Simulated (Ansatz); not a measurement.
Species: GaCl, charge 0, multiplicity 1. SMILES: [Cl][Ga]
Structure (B3LYP-D3(BJ)/def2-TZVP (Ansatz, a quantum-chemistry and plane-wave program) minimum search):
```xyz
2

Ga     0.0000     0.0000    -0.7929
Cl     0.0000     0.0000     1.4460
```

Wanted: atomisation energy (electronic, to ground-state atoms), in kcal/mol. Correlated levels leave the core frozen unless marked. Open shells are spin-unrestricted. Spin-orbit coupling is left out. The frozen core is the preceding noble-gas configuration, with the filled d and f shells of earlier blocks. No relativistic terms. The coupled-cluster limit lacks core correlation, which all-electron functionals hold. CBS(X,Y): correlation extrapolated as X^-3; Hartree-Fock from the larger set.

| level | program | atomisation energy (kcal/mol) |
|---|---|---|
| HF/6-31G* | Ansatz | 81.4 |
| PBE/def2-TZVPD | Ansatz | 114.7 |
| PBE0-D3(BJ)/def2-TZVPD | Ansatz + dftd3 | 112.6 |
| BHLYP-D3(BJ)/def2-TZVPD | Ansatz + dftd3 | 107.9 |

Task: Estimate the value at CCSD(T)/CBS(def2-TZVPPD,def2-QZVPPD) as computed with Ansatz.

Result: 113.0 kcal/mol, so BHLYP-D3(BJ)/def2-TZVPD differs from it by -5.1 kcal/mol.
